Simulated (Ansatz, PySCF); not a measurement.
C4H8, triplet, geometry from GFN2-xTB (a higher spin typed on purpose: for a closed-shell molecule this is an excited state). Base run: CCSD(T)/STO-3G (PySCF).

Input for PySCF:
```python
from pyscf import gto, scf, cc

mol = gto.Mole()
mol.atom = '''
    C    -1.156245   -0.879169   -0.040514
    C    -0.012561    0.083504    0.011898
    C     1.365211   -0.489117   -0.093919
    C    -0.227889    1.492213    0.145246
    H    -1.016543   -1.685945    0.683956
    H    -1.229382   -1.347502   -1.028107
    H    -2.097157   -0.377036    0.169496
    H     1.595823   -1.116694    0.773537
    H     2.110676    0.299664   -0.153587
    H     1.453549   -1.125791   -0.978650
    H    -0.351230    2.135280   -0.714399
    H    -0.276830    1.973437    1.111495
'''
mol.basis = 'sto-3g'
mol.charge = 0
mol.spin = 2
mol.verbose = 4
mol.build()

mf = scf.UHF(mol)
mf.kernel()

mycc = cc.CCSD(mf)
mycc.kernel()
et = mycc.ccsd_t()
print('E(CCSD(T)) = %.10f' % (mycc.e_tot + et))
```

The same geometry, method and basis name were run in Ansatz (a program for electronic structure) and PySCF, at each program's defaults and at the settings that a row names. The base is PySCF at its defaults. Differences at the defaults can come from grids, fitting, cores and function types together.

```json
[
 {"code and settings": "PySCF, defaults (exact integrals, spherical functions, all electrons correlated)", "ΔE vs base (mEh)": "0.000", "basis functions": "28", "E (Eh)": "-154.42285", "SCF cycles": "10", "SCF-reference dipole (D)": "0.06"},
 {"code and settings": "Ansatz, defaults (factorised integrals, spherical functions, frozen core)", "ΔE vs base (mEh)": "1.622", "basis functions": "28", "E (Eh)": "-154.42123", "SCF cycles": "-", "SCF-reference dipole (D)": "-"},
 {"code and settings": "PySCF, frozen core", "ΔE vs base (mEh)": "1.599", "basis functions": "28", "E (Eh)": "-154.42125", "SCF cycles": "10", "SCF-reference dipole (D)": "0.06"},
 {"code and settings": "Ansatz, high accuracy, frozen core", "ΔE vs base (mEh)": "1.599", "basis functions": "28", "E (Eh)": "-154.42125", "SCF cycles": "-", "SCF-reference dipole (D)": "-"}
]
```

Open shells are given as the SCF converged; they aren't shown to be the lowest states, and a large step between rows can be another state.
